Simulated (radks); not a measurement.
The numbers below are computed, except where a source is named.
Numerical settings for the thulium ion Tm+, [Xe] 4f13 6s1. Code: a radial shooting solver on a logarithmic mesh with Libxc functionals. Model: scalar-relativistic Kohn-Sham, BLYP, spin-polarised, spherical densities, finite nucleus; open shells are filled with parallel spins first (spin-orbit coupling, left out, can overturn this in heavy ions); Fermi nuclear charge, rms radius 5.2256 fm. The defaults (mesh step 0.008 in ln r, mesh end at 40 bohr or more with all orbitals vanishing there, Anderson mixing 0.5 over 9 steps, residual threshold near 1e-9 with the energy settled to 1e-9 hartree or 1e-11 of itself, here a cap of 58 iterations) give E = -13566.6582 hartree and 4f at -9.143 eV in 18 iterations. Run on one thread of a shared host, so times are rough (Intel(R) Xeon(R) 6975P-C): 0.25 s of CPU time, 0.25 s wall, 18 iterations on 2360 mesh points. Changes against that run (0 stands for a change within the tolerance of the run):

[
 {"setting": "mesh step in ln r 0.003", "iterations": "26", "converged": "yes", "E (mhartree)": "0", "e(4f) (meV)": "0", "CPU (s)": "0.85"},
 {"setting": "mesh step in ln r 0.012", "iterations": "18", "converged": "yes", "E (mhartree)": "0", "e(4f) (meV)": "0", "CPU (s)": "0.17"},
 {"setting": "mesh step in ln r 0.08", "iterations": "4", "converged": "no", "E (mhartree)": "diverged", "e(4f) (meV)": "-", "CPU (s)": "0.03"},
 {"setting": "mesh end (bohr) 2", "iterations": "15", "converged": "level above zero", "E (mhartree)": "+1.26e+04", "e(4f) (meV)": "+4.9e+04", "CPU (s)": "0.33"},
 {"setting": "mesh end (bohr) 5", "iterations": "18", "converged": "yes", "E (mhartree)": "+95.5", "e(4f) (meV)": "+1.59e+03", "CPU (s)": "0.23"},
 {"setting": "residual threshold 1e-05", "iterations": "15", "converged": "yes", "E (mhartree)": "0", "e(4f) (meV)": "0", "CPU (s)": "0.25"},
 {"setting": "residual threshold 0.1", "iterations": "12", "converged": "yes", "E (mhartree)": "0", "e(4f) (meV)": "+2.58", "CPU (s)": "0.19"},
 {"setting": "mixing 1", "iterations": "17", "converged": "yes", "E (mhartree)": "0", "e(4f) (meV)": "0", "CPU (s)": "0.24"},
 {"setting": "linear mixing, mixing 0.2", "iterations": "58", "converged": "no", "E (mhartree)": "0", "e(4f) (meV)": "-0.00303", "CPU (s)": "0.71"},
 {"setting": "linear mixing, mixing 0.5", "iterations": "58", "converged": "no", "E (mhartree)": "+3.5e+03", "e(4f) (meV)": "-8.45e+03", "CPU (s)": "1.1"},
 {"setting": "mixing history 2", "iterations": "27", "converged": "yes", "E (mhartree)": "0", "e(4f) (meV)": "0", "CPU (s)": "0.35"},
 {"setting": "iteration cap 2", "iterations": "2", "converged": "no", "E (mhartree)": "+1.46e+03", "e(4f) (meV)": "-3.11e+04", "CPU (s)": "0.05"}
]

Settled on a wrong energy, with an occupied level pushed above zero by the early mesh end: mesh end (bohr) 2 (+12.6 hartree). Apart from these: settings that end as converged yet miss the energy by more than 1 mhartree: mesh end (bohr) 5 (+0.0955 hartree). A mesh that ends early acts as a hard wall.
